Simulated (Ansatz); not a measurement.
Ansatz (a quantum-chemistry and plane-wave program) input (CAM-B3LYP/def2-TZVPD):

Ansatz 0.2 input:
```yaml
crystal:
  periodic: [false, false, false]
  atoms:
    - {symbol: C, position_ang: [-2.29081476, -0.08628210, -0.96163908]}
    - {symbol: Si, position_ang: [-0.97741979, 0.58020868, 0.21066367]}
    - {symbol: C, position_ang: [-1.52697990, 0.37662421, 1.99430863]}
    - {symbol: C, position_ang: [-0.64864524, 2.39363550, -0.17261235]}
    - {symbol: B, position_ang: [0.73348199, -0.44593261, -0.12499657]}
    - {symbol: Cl, position_ang: [1.54341857, -1.38008815, 1.12537374]}
    - {symbol: Cl, position_ang: [1.46794053, -0.42279217, -1.72632610]}
    - {symbol: H, position_ang: [-1.96810821, 0.00001704, -2.00079443]}
    - {symbol: H, position_ang: [-2.50753998, -1.13783258, -0.76306589]}
    - {symbol: H, position_ang: [-3.22240025, 0.47399845, -0.84933071]}
    - {symbol: H, position_ang: [-0.76747859, 0.74696734, 2.68570597]}
    - {symbol: H, position_ang: [-2.45097945, 0.92871098, 2.18217830]}
    - {symbol: H, position_ang: [-1.70782919, -0.67310043, 2.23388795]}
    - {symbol: H, position_ang: [0.10820660, 2.81232964, 0.49374346]}
    - {symbol: H, position_ang: [-1.56227912, 2.98102563, -0.05167860]}
    - {symbol: H, position_ang: [-0.29958992, 2.51972517, -1.19910767]}
basis:
  gaussian:
    orbitals: def2-TZVPD
hamiltonian:
  xc: {name: CAM-B3LYP}
total_charge: -1
magnetization: {spin_polarized: true, initial_magnetization: 1}
```

Output:

```
Functional definition: CAM-B3LYP
integrals: 0.76 GiB planned
2022 factors; their error is unknown
integrals: 0.80 GiB planned
818 factors; integrals over basis functions are off by at most 3.4e-5 eV
0.56 GiB of the device are held for the grids
4.30 GiB of device memory are held for the factors and their scratch space
mean field: 3.89 GiB planned
mean field evaluation 1: about -36853.8684 eV, gradient 4.1e1 eV
mean field evaluation 2: about -36855.3200 eV, gradient 3.6e1 eV
mean field evaluation 4: about -36861.4280 eV, gradient 1.2e0 eV
mean field evaluation 8: about -36861.4452 eV, gradient 7.9e-2 eV
mean field evaluation 16: about -36861.4627 eV, gradient 8.7e-4 eV
mean field -36861.46272301 eV, -1354.6337694736 hartree, gradient 3.5e-5 eV, S^2 0.755056; 1 other end points of the search recorded, 0 dependent functions left out
reference -36861.46291173 eV, -1354.6337764091 hartree; 41, 40 occupied and 323, 324 virtual orbitals, 2022 factors
Total energy: -36861.46291173 eV, -1354.6337764091 hartree
```

This state (charge -1, doublet) is run at the relaxed geometry of the species with charge 0 and multiplicity 1.
